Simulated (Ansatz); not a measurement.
Total energies of BH$_{7}$OSSi$_{2}$, SMILES `[SiH3]O[SiH2]BS`.

```xyz
12

Si   -1.478    1.508   -0.728
O    -0.407    0.364   -0.256
Si    0.720    0.036    0.905
B     1.479   -1.778    0.544
S     0.919   -2.721   -0.832
H    -0.772    2.774   -1.059
H    -2.182    1.002   -1.932
H    -2.464    1.772    0.353
H     0.071    0.103    2.246
H     1.776    1.090    0.871
H     2.319   -2.302    1.212
H     0.018   -1.847   -1.324
```

Total charge 0; spin multiplicity 1. The geometry is a stationary point of PBE0-D4/def2-TZVP. It is one conformer, not always the lowest. Basis def2-TZVPP, Ansatz 0.2.0.

RPA on PBE orbitals: Hartree–Fock energy of these orbitals -1079.13256 Eh, correlation -1.34608 Eh (frozen core).

| functional | energy without D4 (Eh) | D4 term (kJ/mol) |
| --- | --- | --- |
| LDA (SPW92) | -1077.05778 | – |
| ωB97M-V | -1081.51460 | – |

**Question.** Give the same for PBE, revPBE, BLYP, r2SCAN, B97M-V, PBE0, B3LYP, r2SCANh, r2SCAN0, HSE06 (plane-wave form), BHLYP, CAM-B3LYP, LC-ωPBE, ωB97X-V, B2PLYP, PBE-QIDH. (An estimate is asked.)

**Answer.** Computed: 
| functional | energy without D4 (Eh) | D4 term (kJ/mol) |
| --- | --- | --- |
| PBE | -1081.01548 | -29.4 |
| revPBE | -1081.39113 | -80.6 |
| BLYP | -1081.58116 | -63.0 |
| r2SCAN | -1081.49133 | -7.4 |
| B97M-V | -1081.37017 | – |
| PBE0 | -1081.11989 | -25.2 |
| B3LYP | -1081.70012 | -47.5 |
| r2SCANh | -1081.48188 | -8.0 |
| r2SCAN0 | -1081.46899 | -8.9 |
| HSE06 (plane-wave form) | -1081.09339 | -23.8 |
| BHLYP | -1081.58265 | -38.7 |
| CAM-B3LYP | -1081.60978 | -26.1 |
| LC-ωPBE | -1081.26486 | – |
| ωB97X-V | -1081.44751 | – |
| B2PLYP | -1081.18264 | – |
| PBE-QIDH | -1080.85475 | – |

B3LYP takes the VWN-RPA correlation (the form of Gaussian; ORCA's B3LYP/G). HSE06 is the plane-wave form, built on full-range PBE exchange. The double hybrids freeze the cores in their second-order part.

LC-ωPBE has ω = 0.4 bohr⁻¹.
